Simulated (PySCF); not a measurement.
[Pm(BH4)2]+ at several levels of theory

Computed with PySCF 2.14.0 (density fitting, no spin-orbit coupling) at the geometry relaxed with PBE0:

```xyz
11
[Pm(BH4)2]+ (singlet in the valence; each metal's 4f electrons, 4 of them, lie in its core potential, out of spins and levels)
Pm    0.0000    0.0000   -0.4482
B     2.0194    0.0002    0.9073
H     2.9575    0.0212    1.6521
H     1.1030   -0.8000    1.2748
H     2.2678   -0.3059   -0.2878
H     1.4036    1.1115    0.8334
B    -2.0193   -0.0002    0.9074
H    -2.9576   -0.0212    1.6521
H    -1.1031    0.8000    1.2749
H    -2.2677    0.3059   -0.2878
H    -1.4036   -1.1115    0.8335
```

```csv
level,basis,state,HOMO (eV),gap (eV),charge on Pm1 (e),population of f-type functions on Pm1 (polarisation alone where 4f lies in the core),dipole about the centre of mass (D),largest force component (eV/Å)
PBE0,"Pm lcecp-1-SVP with ECP50, B def2-SVP, H def2-SVP",singlet,-13.86,6.27,1.02,0.06,4.68,0.01
PBE0,"Pm lcecp-1-TZVP with ECP50, B def2-TZVP, H def2-TZVP",singlet,-13.87,6.32,1.27,0.07,4.65,0.25
```

In the lcecp rows the 4f levels are missing from HOMO and gap, and the state counts the valence alone.

Charges are Mulliken's, which hang on the basis. The relaxation used the grid (50, 194), these runs (75, 302) or, all-electron (x2c bases, spin-free X2C Hamiltonian), (99, 590).

Question: A further run in the first row's basis gives HOMO (eV) -15.25, gap (eV) 8.51, charge on Pm1 (e) 0.98, population of f-type functions on Pm1 (polarisation alone where 4f lies in the core) 0.06, dipole about the centre of mass (D) 4.93, largest force component (eV/Å) 0.15. Which level was it?
A. r2SCAN
B. CAM-B3LYP

Answer: B. The others give HOMO -12.79 eV (r2SCAN).

In the first row's basis the gap widens with exact exchange: 4.8 eV for r2SCAN (none); 6.3 eV for PBE0 (a fixed share); 8.5 eV for CAM-B3LYP (rising or full at long range).

An lcecp potential fixes the number of 4f electrons, so in runs with it no electron can move into or out of that shell.
